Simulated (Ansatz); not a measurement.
Computed with Ansatz on PBE0-D4/def2-TZVP structures; ΔE is electronic, products minus reactants. CCSD(T)/CBS is the MP2 limit (def2-TZVPP, def2-QZVPP) plus CCSD(T) − MP2 in def2-TZVPP, frozen cores. This one scheme is used for every species. One conformer a species, not always the lowest.

Consider the silylene loss: `[NH2][Al]([SH])[O][SiH3]` → `[NH2][Al]([OH])[SH]` + `[SiH2]`.

`[NH2][Al]([SH])[O][SiH3]`:

Z-matrix (Å, degrees):
```
Si
O 1 1.623
H 1 1.486 2 110.1
H 1 1.487 2 110.1 3 120.1
H 1 1.490 2 110.6 3 -120.0
Al 2 1.682 1 159.2 3 120.6
S 6 2.179 2 120.2 1 -0.7
N 6 1.754 2 119.8 1 179.3
H 7 1.344 6 92.2 2 0.0
H 8 1.006 6 125.0 2 -180.0
H 8 1.006 6 124.3 2 0.0
```

`[NH2][Al]([OH])[SH]`:

Z-matrix (Å, degrees):
```
N
Al 1 1.761
H 1 1.006 2 125.7
H 1 1.007 2 124.1 3 -180.0
O 2 1.693 1 123.7 3 -0.0
S 2 2.178 1 119.4 3 -179.9
H 5 0.955 2 125.1 1 0.1
H 6 1.344 2 91.5 1 179.9
```

`[SiH2]`:

Cartesian coordinates in Å:
```
Si 0.579 0.050 -0.410
H 0.335 0.043 1.095
H -0.914 -0.092 -0.685
```

| species | CCSD(T)/def2-SVP energy (Eh) |
| --- | --- |
| `[NH2][Al]([SH])[O][SiH3]` | -1061.69792 |
| `[NH2][Al]([OH])[SH]` | -771.52961 |
| `[SiH2]` | -290.04195 |

Question: Work out ΔE.

Answer: ΔE = (-771.52961) + (-290.04195) − (-1061.69792) = 0.12636 Eh = +3.44 eV. CCSD(T)/CBS gives +3.61 eV.

Largest T1 diagnostic among the species: 0.014.

At CCSD(T), def2-SVP lies −0.17 eV from the extrapolated value and def2-TZVPP −0.06 eV. Leaving LDA and LC-ωPBE aside and taking each functional with its dispersion term where it has one, the values, not all of them listed here, spread over 0.41 eV, from revPBE-D4 to r2SCAN0-D4. LDA lies +0.34 eV from PBE without D4. From r2SCAN to r2SCAN0 (25 % exact exchange), in def2-TZVPP and without D4, ΔE moves by +0.04 eV.
